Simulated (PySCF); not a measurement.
Isomers of C2H2N2O. All species are isolated molecules in the gas phase. One relaxed conformer stands for each flexible species; it need not be the lowest. Strings in code marks are SMILES.

Level of theory: PBE-D3(BJ)/def2-TZVP in PySCF 2.14.0. All candidates: neutral, multiplicity 1. Delta-SCF ions had no search for a lower state. Excitations are Tamm–Dancoff values on a coarser integration grid. The basis has no diffuse functions, so Rydberg states are missing or too high.

```yaml
brightest of the four lowest singlets (TDA): 6.01 eV
vertical ionisation energy (Delta-SCF): 10.05 eV
HOMO: -6.53 eV
```

### Question
Say which member has these values.
A) `N#C/N=C/O`
B) `N=C=NC=O`
C) `N#C/N=C\O`
D) `N#CNC=O`

### Answer
B, `N=C=NC=O`. The others give `N#CNC=O`: 6.06 eV, 10.65 eV, -7.18 eV; `N#C/N=C/O`: 5.79 eV, 10.56 eV, -7.15 eV; `N#C/N=C\O`: 6.03 eV, 10.83 eV, -7.36 eV
